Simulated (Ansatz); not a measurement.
Isolated molecules relaxed with PBE0-D4/def2-TZVP in Ansatz; ΔE leaves out vibrations. CCSD(T)/CBS is the MP2 limit (def2-TZVPP, def2-QZVPP) plus CCSD(T) − MP2 in def2-TZVPP, frozen cores. Functionals use def2-TZVPP. B3LYP here is the variant with VWN-RPA as its local correlation; programs differ in this. One conformer a species, not always the lowest.

Reaction (ligand exchange at a B–N bond): `BN[SiH2]C=C` + `CN[SiH2]N` → `BN[SiH2]NC` + `C=C[SiH2]N`

```json
{"level": "r2SCAN-D4", "ΔE (kcal/mol)": "0.0", "difference from CCSD(T)/CBS": "-0.3"}
{"level": "B3LYP-D4", "ΔE (kcal/mol)": "-0.1", "difference from CCSD(T)/CBS": "-0.4"}
{"level": "ωB97X-V", "ΔE (kcal/mol)": "0.0", "difference from CCSD(T)/CBS": "-0.3"}
{"level": "ωB97M-V", "ΔE (kcal/mol)": "0.0", "difference from CCSD(T)/CBS": "-0.3"}
{"level": "B2PLYP", "ΔE (kcal/mol)": "0.3", "difference from CCSD(T)/CBS": "0.0"}
{"level": "r2SCAN", "ΔE (kcal/mol)": "0.1", "difference from CCSD(T)/CBS": "-0.2"}
{"level": "B3LYP", "ΔE (kcal/mol)": "0.3", "difference from CCSD(T)/CBS": "0.0"}
{"level": "MP2/def2-TZVPP", "ΔE (kcal/mol)": "0.3", "difference from CCSD(T)/CBS": "0.0"}
{"level": "CCSD(T)/def2-TZVPP", "ΔE (kcal/mol)": "0.2", "difference from CCSD(T)/CBS": "-0.1"}
{"level": "CCSD/CBS(def2)", "ΔE (kcal/mol)": "0.4", "difference from CCSD(T)/CBS": "0.1"}
{"level": "CCSD(T)/CBS", "ΔE (kcal/mol)": "0.3", "difference from CCSD(T)/CBS": "0"}
```

Largest T1 diagnostic among the species: 0.012.
